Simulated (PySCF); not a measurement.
H$_{2}$AsBF$_{2}$, singlet, at a GFN2-xTB geometry, atoms displaced at random by about 0.08 Å a coordinate. Base run: PBE/STO-3G, gradient in PySCF.

PySCF was given this input:
```python
from pyscf import gto, scf, dft

mol = gto.M(
    atom='''
B     0.643847    0.543183   -0.060728
As   -0.789694   -0.672553    0.169397
H    -0.403359   -1.612649   -0.821034
H    -1.688453    0.109764   -0.506068
F     0.534700    1.729509   -0.193705
F     2.036597    0.130767   -0.369076
''',
    basis='sto-3g',
    charge=0,
    spin=0,
    verbose=3,
)

mf = dft.RKS(mol)
mf.xc = 'pbe'
mf.kernel()
g = mf.nuc_grad_method()
grad = g.kernel()
```

The coordinate followed is x of atom 5.

Each row names what was changed in the base input (with any setting that the change needs).

```csv
change,dE/dx (Eh/bohr),net force (Eh/bohr)
base,0.027509,0.000209
grids.level = 5; grid_response = off,0.027506,0.000019
grids.level = 1; grid_response = on,0.027736,0.000000
grids.level = 5; grid_response = on,0.027506,0.000000
grids.level = 1; grid_response = off,0.027839,0.000265
conv_tol = 1e-11,0.027509,0.000209
grid_response = on,0.027507,0.000000
conv_tol = 1e-4,0.027500,0.000209
grids.level = 0; grid_response = on,0.016620,0.000000
grids.level = 0; grid_response = off,0.017706,0.014765
finite difference step (bohr) = 0.2; conv_tol = 1e-11,0.026891,-
finite difference step (bohr) = 0.05; conv_tol = 1e-11,0.027468,-
```

The net force is zero for an exact gradient.
